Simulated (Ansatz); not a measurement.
ClH5OSSi2 (`O[SiH2]S[SiH2]Cl`), relaxed with RKS PBE-D4/def2-SVP in Ansatz from a rough embedded geometry. The force threshold is 0.03 eV/Å; the program also tests the step.

Charge 0, multiplicity 1.

Start:

```xyz
10

O    -2.573    0.488   -0.886
Si   -0.965    0.664   -0.464
S    -0.432   -1.275    0.117
Si    1.619   -0.722    0.515
Cl    1.783    0.230    2.325
H    -2.975   -0.361   -0.625
H    -0.221    1.084   -1.658
H    -0.851    1.627    0.623
H     2.488   -1.921    0.588
H     2.129    0.185   -0.537
```

```json
{"step": "1", "energy (eV)": "-41211.2203", "largest force (eV/Å)": "1.401", "largest move (Å)": "0.000"}
{"step": "2", "energy (eV)": "-41211.3747", "largest force (eV/Å)": "0.395", "largest move (Å)": "0.175"}
{"step": "3", "energy (eV)": "-41211.4062", "largest force (eV/Å)": "0.140", "largest move (Å)": "0.069"}
{"step": "4", "energy (eV)": "-41211.4109", "largest force (eV/Å)": "0.149", "largest move (Å)": "0.035"}
{"step": "5 (rejected)", "energy (eV)": "-41211.3603", "largest force (eV/Å)": "1.751", "largest move (Å)": "0.195"}
{"step": "6", "energy (eV)": "-41211.4232", "largest force (eV/Å)": "0.248", "largest move (Å)": "0.098"}
{"step": "7", "energy (eV)": "-41211.4359", "largest force (eV/Å)": "0.250", "largest move (Å)": "0.100"}
{"step": "8", "energy (eV)": "-41211.4479", "largest force (eV/Å)": "0.262", "largest move (Å)": "0.150"}
{"step": "9 (rejected)", "energy (eV)": "-41211.4162", "largest force (eV/Å)": "1.578", "largest move (Å)": "0.195"}
{"step": "10", "energy (eV)": "-41211.4607", "largest force (eV/Å)": "0.132", "largest move (Å)": "0.098"}
{"step": "11", "energy (eV)": "-41211.4678", "largest force (eV/Å)": "0.174", "largest move (Å)": "0.097"}
{"step": "12", "energy (eV)": "-41211.4722", "largest force (eV/Å)": "0.456", "largest move (Å)": "0.147"}
{"step": "13", "energy (eV)": "-41211.4794", "largest force (eV/Å)": "0.267", "largest move (Å)": "0.050"}
{"step": "14", "energy (eV)": "-41211.4890", "largest force (eV/Å)": "0.048", "largest move (Å)": "0.085"}
{"step": "15", "energy (eV)": "-41211.4974", "largest force (eV/Å)": "0.113", "largest move (Å)": "0.175"}
{"step": "16", "energy (eV)": "-41211.5006", "largest force (eV/Å)": "0.290", "largest move (Å)": "0.155"}
{"step": "17", "energy (eV)": "-41211.5098", "largest force (eV/Å)": "0.161", "largest move (Å)": "0.042"}
{"step": "18", "energy (eV)": "-41211.5169", "largest force (eV/Å)": "0.060", "largest move (Å)": "0.071"}
{"step": "19", "energy (eV)": "-41211.5251", "largest force (eV/Å)": "0.147", "largest move (Å)": "0.197"}
{"step": "20", "energy (eV)": "-41211.5338", "largest force (eV/Å)": "0.288", "largest move (Å)": "0.192"}
{"step": "21", "energy (eV)": "-41211.5457", "largest force (eV/Å)": "0.317", "largest move (Å)": "0.164"}
{"step": "22", "energy (eV)": "-41211.5662", "largest force (eV/Å)": "0.183", "largest move (Å)": "0.083"}
{"step": "23", "energy (eV)": "-41211.5930", "largest force (eV/Å)": "0.204", "largest move (Å)": "0.195"}
{"step": "24", "energy (eV)": "-41211.6071", "largest force (eV/Å)": "0.425", "largest move (Å)": "0.193"}
{"step": "25", "energy (eV)": "-41211.6177", "largest force (eV/Å)": "0.575", "largest move (Å)": "0.191"}
{"step": "26", "energy (eV)": "-41211.6289", "largest force (eV/Å)": "0.261", "largest move (Å)": "0.050"}
{"step": "27", "energy (eV)": "-41211.6325", "largest force (eV/Å)": "0.068", "largest move (Å)": "0.073"}
{"step": "28", "energy (eV)": "-41211.6332", "largest force (eV/Å)": "0.027", "largest move (Å)": "0.013"}
```

End:

```xyz
10

O    -2.218    0.339   -0.016
Si   -0.936    0.602   -1.051
S     0.413   -1.120   -1.163
Si    1.487   -0.714    0.638
Cl    0.148   -0.421    2.243
H    -1.928    0.146    0.898
H    -1.509    0.753   -2.421
H    -0.093    1.782   -0.646
H     2.333   -1.909    0.951
H     2.302    0.542    0.566
```

Run time 44 s (4 threads of an Arm Neoverse V1 on a shared host); peak host memory 0.17 GiB.
